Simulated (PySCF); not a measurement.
PbI, SMILES [Pb][I] (connectivity only; charge and spin as stated), neutral, multiplicity 2.

Coordinates come from a B3LYP-D3(BJ)/def2-TZVP optimisation. The spin state was assumed, not searched. The def2 effective core potentials stand for the cores of I, Pb; spin–orbit coupling is left out.

These are C-PCM-B3LYP/def2-SVP (PySCF) values and carry that method's errors.

The values are the electrostatic part of the solvation free energy, E(continuum) − E(gas) at the gas-phase geometry, in a cavity of scaled van der Waals radii (PySCF's table); cavitation and dispersion terms are not included. A continuum can't describe solvent molecules that bind to the metal. The dipole moment in vacuum is 3.20 D.

```tsv
solvent	ε	ΔG(elec) (kcal/mol)	dipole (D)
water	78.36	-5.7	5.28
benzene	2.27	-2.8	4.17
dichloromethane	8.93	-5.0	4.99
```
